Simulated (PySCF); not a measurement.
C₆ coefficients of unlike pairs at B97-3

Calculated with PySCF 2.14 from the dipole response of each species, C₆(A,B) = (3/π) ∫ α_A(iu) α_B(iu) du, in atomic units, from isotropic polarisabilities. For ions this is the dispersion term alone; charge-induced terms of lower order in 1/R come first.

```tsv
species	configuration	basis	relativity	α (bohr³)	C₆ (like pair)
Fe³⁺	[Ar] 3d5 (6S)	aug-cc-pwCVTZ-DK (10s9p7d4f3g)	spin-free X2C	1.825	4.476
P²⁺	[Ne] 3s2 3p1 (2P)	aug-cc-pwCVTZ (8s7p5d3f)	none	9.279	33.56
S³⁺	[Ne] 3s2 3p1 (2P)	aug-cc-pVQZ-DK (7s6p4d3f2g)	spin-free X2C	5.347	14.22
Pb²⁺	[Xe] 4f14 5d10 6s2 (1S)	aug-cc-pVQZ-PP with ECP60MDF (7s7p5d3f2g)	core potential	13.73	92.61
```

Q: Estimate C₆ for Pb²⁺ with P²⁺.

A: The integral gives 54.78. The combination rule 2 C_A C_B / (C_A α_B/α_A + C_B α_A/α_B) gives 55.38 and the geometric mean 55.75.

No spin-orbit coupling is included.

The other pairs:

```json
{"pair": "S³⁺, Fe³⁺", "C₆": "7.049"}
{"pair": "Pb²⁺, Fe³⁺", "C₆": "18.76"}
{"pair": "P²⁺, Fe³⁺", "C₆": "10.25"}
{"pair": "Pb²⁺, S³⁺", "C₆": "36.08"}
{"pair": "S³⁺, P²⁺", "C₆": "21.69"}
```
